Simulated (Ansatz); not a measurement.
A made-up structure of CH5Ge (charge -1), closed shell:

```xyz
7
angstrom
C -0.1329 -1.2653 -0.1362
Ge 0.1476 0.5987 -0.0813
H -1.2064 -1.5002 -0.1564
H 0.3254 -1.7569 0.7333
H -0.4471 1.3391 -1.3334
H -0.0886 -2.2296 0.3018
H 1.6709 0.9842 -0.1034
```

It is relaxed with PBE-D4/def2-SVPD and then PBE0-D4/def2-TZVPD (Ansatz 0.2.0). Atoms count as bonded within 1.22 times the sum of their covalent radii (H–H: 0.88 Å). The end point is not checked to be a true minimum.

(1) Does its bonding change? (A judgement: the text doesn't fix the answer.)

Answers

(1) Computed: Yes. Formed: none; broken: H4–H6.

Where it ends: The first stage lowers the energy by 5.60 eV in 10 steps. It ends as CH₅Ge ([CH3][GeH2]), total charge -1:
```
7
angstrom
C -0.2447 -1.2639 0.1653
Ge 0.0341 0.7756 0.0842
H -1.3142 -1.4890 0.0824
H 0.0960 -1.6403 1.1366
H -0.2259 0.8994 -1.5091
H 0.2842 -1.8120 -0.6209
H 1.6393 0.7002 -0.1142
```

Labels in which every atom is bracketed show which atoms are joined, not bond orders.

For scale, one of the runs: PBE0-D4/def2-TZVPD relaxation, 136 basis functions, launched by `ansatz run in.yaml --threads 2 --pin off --events-out ev --progress --plain --max-ram 4352MiB`. Hardware: 2 CPU threads of an Arm Neoverse V1, shared host. Wall time about 14 s.
